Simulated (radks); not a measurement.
Species: the xenon ion Xe2+. Configuration: [Kr] 4d10 5s2 5p4.

Method: non-relativistic Kohn-Sham, TPSS, spin-polarised, spherical densities, point nucleus; open shells are filled with parallel spins first (spin-orbit coupling, left out, can overturn this in heavy ions); meta-GGA in the generalised Kohn-Sham scheme; relativity is left out, which matters for an element this heavy; computed with a radial shooting solver on a logarithmic mesh with Libxc functionals.

Energy parts (hartree):
total: -7233.20093
kinetic: 7230.66244
electron-nucleus: -17122.94719
Hartree: 2839.77708
exchange-correlation: -180.69326

Orbitals (lengths in bohr, moments of r in powers of bohr; r(90%) holds 90 % of the orbital's charge):
| orbital | occ. | eigenvalue (hartree) | <1/r> | r(90%) | <r^2> |
|---|---|---|---|---|---|
| 1s up | 1 | -1211.875 | 53.48 | 0.0500 | 0.001058 |
| 1s down | 1 | -1211.871 | 53.48 | 0.0500 | 0.001058 |
| 2s up | 1 | -184.4390 | 12.29 | 0.186 | 0.01718 |
| 2s down | 1 | -184.4380 | 12.29 | 0.186 | 0.01718 |
| 2p up | 3 | -173.5155 | 12.30 | 0.167 | 0.01289 |
| 2p down | 3 | -173.5131 | 12.30 | 0.167 | 0.01289 |
| 3s up | 1 | -38.35007 | 4.503 | 0.469 | 0.1168 |
| 3s down | 1 | -38.34797 | 4.503 | 0.469 | 0.1168 |
| 3p up | 3 | -33.72606 | 4.426 | 0.465 | 0.1116 |
| 3p down | 3 | -33.72323 | 4.426 | 0.465 | 0.1116 |
| 3d up | 5 | -25.16479 | 4.295 | 0.440 | 0.09341 |
| 3d down | 5 | -25.16176 | 4.295 | 0.440 | 0.09340 |
| 4s up | 1 | -7.52637 | 1.849 | 1.07 | 0.6284 |
| 4s down | 1 | -7.51982 | 1.848 | 1.07 | 0.6284 |
| 4p up | 3 | -5.88296 | 1.750 | 1.13 | 0.6875 |
| 4p down | 3 | -5.87616 | 1.749 | 1.13 | 0.6868 |
| 4d up | 5 | -3.06836 | 1.520 | 1.32 | 0.8829 |
| 4d down | 5 | -3.05869 | 1.522 | 1.31 | 0.8767 |
| 4f up | 0 | -0.24675 | 0.5758 | 4.94 | 9.867 |
| 5s up | 1 | -1.40675 | 0.6948 | 2.67 | 3.879 |
| 5s down | 1 | -1.34040 | 0.6987 | 2.67 | 3.878 |
| 5p up | 3 | -1.00684 | 0.6100 | 3.04 | 4.975 |
| 5p down | 1 | -0.94138 | 0.6072 | 3.09 | 5.077 |
| 6s up | 0 | -0.40612 | 0.2933 | 6.12 | 20.88 |
| 6s down | 0 | -0.38931 | 0.2881 | 6.23 | 21.61 |

The highest occupied level is 5p down at -25.616 eV. The density falls to 0.001 e/bohr^3 at r = 3.88 bohr. Virial ratio -V/T = 2.00035. Spin moment in Bohr magnetons: 2. The spin density at the nucleus is -0.4495 e/bohr^3 (1s -0.0708, 2s 0.0494, 3s 0.0762, 4s 0.2291, 5s -0.7334). The electron density at the nucleus is 1.113e+05 e/bohr^3.
